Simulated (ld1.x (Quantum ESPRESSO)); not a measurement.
# Configuration tests for O (Z = 8) (TM)

O (Z = 8), norm-conserving Troullier–Martins (Kleinman–Bylander form), made with ld1.x (Quantum ESPRESSO) 7.5 (LDA (PZ), scalar-relativistic). Core [He], reference 2s2 2p2 (charge +2). Waves: 2s (bound): rc 0.70 bohr; 2p (bound): rc 1.35 bohr; 3d channel at 0.3 Ry: rc 1.45 bohr. Local part: the d channel. Core correction: a·sin(br)/r model core inside 0.65 bohr.

Energies are relative to the spin-unpolarised reference configuration 2s2 2p2; without spin polarisation the order of configurations can differ from experiment. Spin-polarised rows fill each open shell by Hund’s rule, majority spin first.

Give the all-electron excitation energy and the error of the potential for: 2s2 2p4; 2s2 2p3; 2s2 2p1; 2s1 2p5; 2s2 2p0; 2s2 2p3.5; 2s1 2p4; 2s2 2p2 (spin-polarised); 2s2 2p4 (spin-polarised).

```
   valence configuration  charge  ΔE all-electron (eV)  error AE − PS (meV)
                 2s2 2p4       0               -50.292                 +115
                 2s2 2p3      +1               -33.708                  +54
                 2s2 2p1      +3                53.964                 +141
                 2s1 2p5       0               -35.708                 +231
                 2s2 2p0      +4               130.919                 +855
               2s2 2p3.5    +0.5               -43.926                  +89
                 2s1 2p4      +1               -18.870                 +158
2s2 2p2 (spin-polarised)      +2                -2.234                 +188
2s2 2p4 (spin-polarised)       0               -51.701                 +217
```
